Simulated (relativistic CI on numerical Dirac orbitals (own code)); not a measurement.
Method of calculation: Dirac-Coulomb-Breit CI, separate exchange-only KLI orbitals for each configuration, model QED, unscaled Slater integrals (own radial code, finite nucleus).

Configurations in the expansion (outside the closed core [Kr] 4d10): 4f¹⁴5s²5p⁶5d, 4f¹⁴5s²5p⁶5f, 4f¹⁴5s²5p⁶6s, 4f¹⁴5s²5p⁵5d², 4f¹⁴5s²5p⁶6p, 4f¹⁴5s²5p⁶5g, 4f¹⁴5s5p⁶5d², 4f¹⁴5s²5p⁵5d5f, 4f¹⁴5s²5p⁶6d, 4f¹⁴5s²5p⁶7s, 4f¹⁴5s²5p⁵5d5g, 4f¹⁴5s²5p⁵5d6s, 4f¹⁴5s5p⁶5d5f, 4f¹⁴5s²5p⁶7p, 4f¹⁴5s²5p⁶6f, 4f¹³5s²5p⁶5d², 4f¹⁴5s²5p⁶7d, 4f¹⁴5s²5p⁵5d6p, 4f¹⁴5s²5p⁶8s, 4f¹⁴5s5p⁶5d5g, 4f¹⁴5s²5p⁶8p, 4f¹⁴5p⁶5d³, 4f¹⁴5p⁵5d⁴. Double excitations out of closed p, d and f shells are left out; levels of such configurations are missing from the list, as are those of other unlisted configurations, and high levels can miss mixing partners. These lack a partner that the ground configuration has and come out too high: 4f¹⁴5s²5p⁵5d5f, 4f¹⁴5s²5p⁵5d5g, 4f¹⁴5s²5p⁵5d6s, 4f¹³5s²5p⁶5d², 4f¹⁴5s²5p⁵5d6p.

At this charge energies of transitions that change n are usually good to better than 1 %, and those within a shell (Δn = 0) to a few per cent. Levels and lines within the n = 5 or 6 shells can be off by up to 10 % or somewhat more, and those that change n by about 2 %, since core polarisation is missing.

Outline of the computed level scheme of Tl XIII. Lowest level of each configuration: 4f¹⁴5s²5p⁶5d ²D3/2 at 0.0000 eV; 4f¹⁴5s²5p⁶6s ²S1/2 at 48.1770 eV; 4f¹⁴5s²5p⁵5d² ⁴D°1/2 at 61.0010 eV; 4f¹⁴5s²5p⁶6p ²P°1/2 at 64.9855 eV.

Some strong electric-dipole decays among the lowest 45 levels: 4f¹⁴5s²5p⁵5d² ²F°5/2 → 4f¹⁴5s²5p⁶5d ²D3/2 (3.8e+11 s⁻¹); 4f¹⁴5s²5p⁵5d² ²P°1/2 → 4f¹⁴5s²5p⁶5d ²D3/2 (2.1e+11 s⁻¹); 4f¹⁴5s²5p⁵5d² ⁴G°5/2 → 4f¹⁴5s²5p⁶5d ²D3/2 (2.1e+11 s⁻¹); 4f¹⁴5s²5p⁵5d² ⁴G°5/2 → 4f¹⁴5s²5p⁶5d ²D3/2 (2.0e+11 s⁻¹); 4f¹⁴5s²5p⁵5d² ²G°7/2 → 4f¹⁴5s²5p⁶5d ²D5/2 (2.0e+11 s⁻¹); 4f¹⁴5s²5p⁵5d² ²P°3/2 → 4f¹⁴5s²5p⁶5d ²D5/2 (1.5e+11 s⁻¹); 4f¹⁴5s²5p⁵5d² ⁴D°5/2 → 4f¹⁴5s²5p⁶5d ²D5/2 (1.3e+11 s⁻¹); 4f¹⁴5s²5p⁵5d² ²D°3/2 → 4f¹⁴5s²5p⁶5d ²D3/2 (1.1e+11 s⁻¹).

LS names give the leading component of a level, which can be under half, so a name can repeat, a term be missing and a line seem to break the LS rules.
